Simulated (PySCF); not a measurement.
Methylethylisopropylamine, C6H15N.
SMILES with atom numbers: `[CH3:1][CH2:2][N:3]([CH3:4])[CH:5]([CH3:6])[CH3:7]` (hydrogens: H8, H9, H10 on C1; H11, H12 on C2; H13, H14, H15 on C4; H16 on C5; H17, H18, H19 on C6; H20, H21, H22 on C7)

Geometry (PBE0-D3(BJ)/def2-SVP, Å), atoms numbered from 1 in this order:
```
atom  x, y, z in Å
C1    -2.0836   -0.7878   -0.1477
C2    -0.7350   -0.5460    0.5110
N3     0.1268    0.3211   -0.2654
C4    -0.2543    1.7065   -0.1926
C5     1.5608    0.0985   -0.1017
C6     1.9932   -1.2130   -0.7460
C7     2.0597    0.2062    1.3419
H8    -2.6595    0.1428   -0.2652
H9    -1.9468   -1.2259   -1.1478
H10   -2.6944   -1.4751    0.4577
H11   -0.2307   -1.5170    0.6303
H12   -0.8915   -0.1576    1.5434
H13   -1.3016    1.8354   -0.5043
H14    0.3646    2.3058   -0.8786
H15   -0.1608    2.1516    0.8248
H16    2.0417    0.9090   -0.6769
H17    1.6278   -1.2658   -1.7817
H18    1.6031   -2.0879   -0.2017
H19    3.0905   -1.2987   -0.7522
H20    3.1587    0.1550    1.3813
H21    1.7534    1.1564    1.8061
H22    1.6687   -0.6148    1.9639
```

Level: PBE0/def2-SVPD in PySCF, non-relativistic, on one gas-phase PBE0-D3(BJ)/def2-SVP geometry that isn't relaxed in the solvent. The solvent is an IEF-PCM continuum (cavity from Bondi-type radii × 1.2), and excitations are vertical TDDFT with non-equilibrium linear response and a frozen core. Specific hydrogen bonds and non-electrostatic terms are outside this model.

Gas-phase singlets (H = HOMO, L = LUMO):

```json
{"state": "S1", "E (eV)": "5.544", "λ (nm)": "224", "f": "0.007", "leading configuration": "H→L 98%"}
{"state": "S2", "E (eV)": "6.165", "λ (nm)": "201", "f": "0.009", "leading configuration": "H→L+1 92%"}
{"state": "S3", "E (eV)": "6.191", "λ (nm)": "200", "f": "0.008", "leading configuration": "H→L+2 88%"}
{"state": "S4", "E (eV)": "6.308", "λ (nm)": "197", "f": "0.042", "leading configuration": "H→L+3 89%"}
{"state": "S5", "E (eV)": "6.982", "λ (nm)": "178", "f": "0.033", "leading configuration": "H→L+4 90%"}
```

Q: How does the list change in chloroform (ε = 4.711)?

A: 
| state | E (eV) | λ (nm) | f | leading configuration | change by rank (eV) |
| --- | --- | --- | --- | --- | --- |
| S1 | 5.633 | 220 | 0.008 | H→L 98% | +0.089 |
| S2 | 6.257 | 198 | 0.012 | H→L+1 91% | +0.092 |
| S3 | 6.298 | 197 | 0.012 | H→L+2 82% | +0.107 |
| S4 | 6.355 | 195 | 0.062 | H→L+3 82% | +0.047 |
| S5 | 7.067 | 175 | 0.040 | H→L+4 83% | +0.085 |

Q: What are the lowest 5 singlets in dimethylsulfoxide (ε = 46.83)?

A: 
```csv
state,E (eV),λ (nm),f,leading configuration,change by rank (eV)
S1,5.686,218,0.007,H→L 98%,+0.142
S2,6.313,196,0.012,H→L+1 92%,+0.148
S3,6.364,195,0.015,H→L+2 78%,+0.173
S4,6.394,194,0.065,H→L+3 78%,+0.086
S5,7.127,174,0.040,H→L+4 82%,+0.145
```

Q: The ground-state energy changes by -0.096 eV from gas to dimethylsulfoxide. By how much does the total energy of gas-phase S3 change?

A: E(S3) = E(S0) + excitation energy, so it changes by -0.096 + 0.173 = +0.077 eV: it isn't lowered at all, while the ground state is. This is the vertical state, with the slow part of the continuum still set for S0.

Q: How do the frontier levels move from gas to dimethylsulfoxide?

A: 
```
orbital  gas (eV)  solvent (eV)  change (eV)                   Löwdin shares, gas               Löwdin shares, solvent
 LUMO+2      1.37          1.52        +0.15   C4 14 %, H18 10 %, H11 9 %, C6 8 %  C4 14 %, C6 13 %, H18 10 %, H15 9 %
 LUMO+1      1.27          1.40        +0.13    C1 20 %, H8 11 %, H10 8 %, C7 8 %   C1 21 %, C7 10 %, H8 10 %, H10 8 %
   LUMO      0.72          0.85        +0.13     C7 11 %, C4 10 %, C6 9 %, C1 7 %     C4 11 %, C6 10 %, C7 9 %, C1 9 %
   HOMO     -5.89         -5.91        -0.02      N3 55 %, C4 8 %, C2 7 %, C5 5 %      N3 55 %, C4 8 %, C2 7 %, C5 6 %
 HOMO-1     -9.02         -8.90        +0.12   C5 17 %, C6 13 %, H16 11 %, C2 9 %   C5 17 %, C6 13 %, H16 11 %, C7 8 %
 HOMO-2     -9.30         -9.19        +0.11    C2 16 %, C1 15 %, C5 11 %, N3 8 %    C2 16 %, C1 15 %, C5 10 %, N3 8 %
 HOMO-3     -9.54         -9.44        +0.10  C6 21 %, C7 17 %, C5 16 %, H21 10 %  C6 21 %, C7 17 %, C5 15 %, H21 10 %
```

The HOMO–LUMO gap goes from 6.61 to 6.77 eV.
